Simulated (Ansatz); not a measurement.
Program: Ansatz. Geometries: PBE0-D4/def2-TZVP. ΔE: electronic, gas phase. CBS: MP2 limit from def2 TZ/QZ plus the TZ coupled-cluster correction, frozen cores. This one scheme is used for every species. DFT in def2-TZVPP. Each species was taken in one conformer, which may not be the lowest.

Reaction (ligand exchange at the Si–Cl bond): `F[SiH](Cl)O[SiH3]` + H–F → `F[SiH](F)O[SiH3]` + HCl

CCSD(T)/CBS gives -51.2 kJ/mol.

(1) Another level gave -54.1 kJ/mol. Which?
A. PBE-D4/def2-TZVPP
B. LDA (SPW92)/def2-TZVPP
C. BLYP/def2-TZVPP
D. r2SCAN/def2-TZVPP

Largest T1 diagnostic among the species: 0.012.

Answers

(1) D. r2SCAN -54.1, BLYP -60.7, PBE-D4 -43.5, LDA (SPW92) -48.7 kJ/mol.

Leaving LDA and LC-ωPBE aside and taking each functional with its dispersion term where it has one, the values, not all of them listed here, spread over 19.5 kJ/mol, from CAM-B3LYP-D4 to revPBE-D4. In def2-TZVPP, CCSD(T) changes the Hartree–Fock value by +12.8 kJ/mol (the triples alone add +2.9 kJ/mol) and MP2 by +18.2 kJ/mol.
